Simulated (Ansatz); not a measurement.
**Energy profile**

The step: Si₄H₁₀O ([OH][Si]([SiH3])([SiH3])[SiH3]) + NH₃ → Si₃NH₉O ([NH2][Si]([OH])([SiH3])[SiH3]) + SiH₄; bonds formed: Si1–N7, Si2–H6; bonds broken: Si1–Si2, H6–N7 (atoms numbered as in the saddle structure below).

```json
{"atom": "Si1", "x (Å)": "-0.2621", "y (Å)": "0.0566", "z (Å)": "-0.5547"}
{"atom": "Si2", "x (Å)": "0.9706", "y (Å)": "-1.8846", "z (Å)": "1.4857"}
{"atom": "Si3", "x (Å)": "-0.9841", "y (Å)": "1.5875", "z (Å)": "-2.2033"}
{"atom": "Si4", "x (Å)": "-1.3713", "y (Å)": "0.4553", "z (Å)": "1.4444"}
{"atom": "O5", "x (Å)": "-0.2431", "y (Å)": "-1.3405", "z (Å)": "-1.4147"}
{"atom": "H6", "x (Å)": "1.7808", "y (Å)": "0.2161", "z (Å)": "0.5271"}
{"atom": "N7", "x (Å)": "1.5094", "y (Å)": "0.7360", "z (Å)": "-0.3379"}
{"atom": "H8", "x (Å)": "0.3363", "y (Å)": "-3.0780", "z (Å)": "0.7914"}
{"atom": "H9", "x (Å)": "2.4028", "y (Å)": "-2.3560", "z (Å)": "1.5614"}
{"atom": "H10", "x (Å)": "0.4809", "y (Å)": "-2.0546", "z (Å)": "2.8936"}
{"atom": "H11", "x (Å)": "-0.2407", "y (Å)": "1.5071", "z (Å)": "-3.4938"}
{"atom": "H12", "x (Å)": "-0.7915", "y (Å)": "2.9718", "z (Å)": "-1.6706"}
{"atom": "H13", "x (Å)": "-2.4343", "y (Å)": "1.4021", "z (Å)": "-2.4730"}
{"atom": "H14", "x (Å)": "-0.3817", "y (Å)": "1.1424", "z (Å)": "2.3197"}
{"atom": "H15", "x (Å)": "-1.8697", "y (Å)": "-0.7985", "z (Å)": "2.0579"}
{"atom": "H16", "x (Å)": "-2.5389", "y (Å)": "1.3790", "z (Å)": "1.2709"}
{"atom": "H17", "x (Å)": "-0.0587", "y (Å)": "-2.1125", "z (Å)": "-0.8563"}
{"atom": "H18", "x (Å)": "2.1107", "y (Å)": "0.4224", "z (Å)": "-1.0965"}
{"atom": "H19", "x (Å)": "1.5845", "y (Å)": "1.7484", "z (Å)": "-0.2517"}
```

Electronic energies by CCSD(T) at an estimated basis limit (MP2 extrapolated from triple and quadruple zeta, plus CCSD(T) − MP2 in triple zeta), on PBE0-D4/def2-TZVP structures; Si$_{4}$NH$_{13}$O, singlet; no counterpoise correction. Program: Ansatz 0.2.0. Basis: def2-TZVPP and def2-QZVPP. Cores are frozen in the correlated methods. Extrapolation: Hartree–Fock as exp(−7.88 √X), correlation as X^−2.97.

Give the profile in kcal/mol, counted from the separated reactants. (An estimate is asked for; the value comes from the calculation.)

By the calculation:
```tsv
point	kcal/mol
separated: Si$_{4}$H$_{10}$O (linked as [OH][Si]([SiH3])([SiH3])[SiH3]; Si1, Si2, Si3, Si4, O5, H8, H9, H10, H11, H12, H13, H14, H15, H16, H17; singlet) + NH$_{3}$ (H6, N7, H18, H19; singlet)	0.00
start structure	-6.00
saddle	30.88
end structure	-15.31
separated: Si$_{3}$NH$_{9}$O (linked as [NH2][Si]([OH])([SiH3])[SiH3]; Si1, Si3, Si4, O5, N7, H11, H12, H13, H14, H15, H16, H17, H18, H19; singlet) + SiH$_{4}$ (Si2, H6, H8, H9, H10; singlet)	-13.17
```

No T1 diagnostic of these runs exceeds 0.015.

For scale, one of the runs: CCSD(T)/def2-TZVPP, 412 basis functions, launched by `ansatz run in.yaml --threads 4 --pin off --events-out ev --progress --plain --max-ram 41984MiB --backend cuda --devices 0, --max-vram 37GiB`. The run took 19 s on 4 CPU threads of an AMD EPYC 7R13 and a share of one NVIDIA H100 (shared host), with 0.91 GiB of host memory at its peak.
